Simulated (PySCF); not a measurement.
A computed series M(OH)3(NH3)

Computed with PySCF 2.14.0, PBE0, def2-SVP on the ligands, density fitting, scalar-relativistic core potentials, no spin-orbit coupling, vacuum. Each member is relaxed from one template within its symmetry. Distances are means of the shortest metal–ligand contacts, charges and spins Mulliken's; removal energies are rigid, with the ligand's formal charge and no counterpoise, so too large; for an anion taken off a cation in vacuum most of it is the attraction of opposite charges, and multiply charged cations can part far more cheaply with an electron moved from ligand to metal. lcecp potentials hold a fixed number of 4f electrons in the core, out of states, spins and gaps.

| metal | basis on the metal | point group | M–OH (Å) | M–NH3 (Å) | charge on M (e) | dipole (D) | removal of one OH (eV) | strongest infrared band, degenerate modes summed (cm⁻¹) | unstable modes (below −25 cm⁻¹) |
| --- | --- | --- | --- | --- | --- | --- | --- | --- | --- |
| La | lcecp-1-SVP with ECP46 | C1, nearly C3v | 2.190 | 2.711 | 1.05 | 4.20 | 9.95 | – | not given |
| Ce | lcecp-1-SVP with ECP47 | C1, nearly C3v | 2.173 | 2.683 | 1.04 | 4.20 | 10.02 | – | not given |
| Nd | lcecp-1-SVP with ECP49 | C1, nearly C3v | 2.127 | 2.614 | 0.94 | 4.26 | 10.15 | 558 | 0 |
| Gd | lcecp-1-SVP with ECP53 | Cs, nearly C3v | 2.090 | 2.549 | 0.93 | 4.20 | 10.38 | – | not given |
| Dy | lcecp-1-SVP with ECP55 | nearly C3v | 2.065 | 2.510 | 0.90 | 4.21 | 10.50 | – | not given |
| Er | lcecp-1-SVP with ECP57 | C3v | 2.041 | 2.476 | 0.88 | 4.20 | 10.61 | – | not given |
| Lu | lcecp-1-SVP with ECP60 | Cs, nearly C3v | 2.016 | 2.429 | 0.82 | 4.19 | 10.77 | – | not given |

Problem. A further member has point group nearly C3v, M–OH (Å) 2.115, M–NH3 (Å) 2.589, charge on M (e) 0.95, dipole (D) 4.21, removal of one OH (eV) 10.27. Which metal is it?

Solution. Sm, lcecp-1-SVP with ECP51. This is one of several that fit.

From La to Lu the M–OH distance shrinks by 0.17 Å, the lanthanide contraction, and the energy to remove one OH rises by 0.82 eV.

One start shape was tried for each, so a minimum needn't be the lowest isomer.
